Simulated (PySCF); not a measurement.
Ag⁺ (silver, charge +1): UHF calculation

Configuration: [Kr] 4d9 5s1, high-spin 3D determinant (an excited configuration). Computed with PySCF 2.14 in aug-cc-pwCVDZ-PP with ECP28MDF, with a scalar-relativistic core potential.

```json
{
  "Total energy": "-145.660402 hartree",
  "One-electron energy": "-252.7016 hartree",
  "Hartree (Coulomb) energy": "120.0195 hartree",
  "Exchange energy": "-12.9784 hartree",
  "⟨S²⟩": "2.0019",
  "⟨L²⟩": "6.025",
  "Sum of ⟨r⟩": "22.76 bohr",
  "Sum of ⟨r²⟩": "36.67 bohr²",
  "Traceless quadrupole moment −½Σ⟨3z² − r²⟩ along its main axis": "-0.501 e·bohr²"
}
```

```csv
shell,electrons,mean orbital energy (eV),spread (eV),"rms radius, mean of both spins (bohr)"
4s α,1,-132.82,0,0.980
4s β,1,-130.43,0,0.980
4p α,3,-90.402,1.928,1.08
4p β,3,-87.701,1.327,1.08
4d α,5,-27.028,2.192,1.44
4d β,4,-25.670,1.693,1.44
5s α,1,-15.500,0,3.01
```

Energies and moments cover only the electrons outside the core potential.
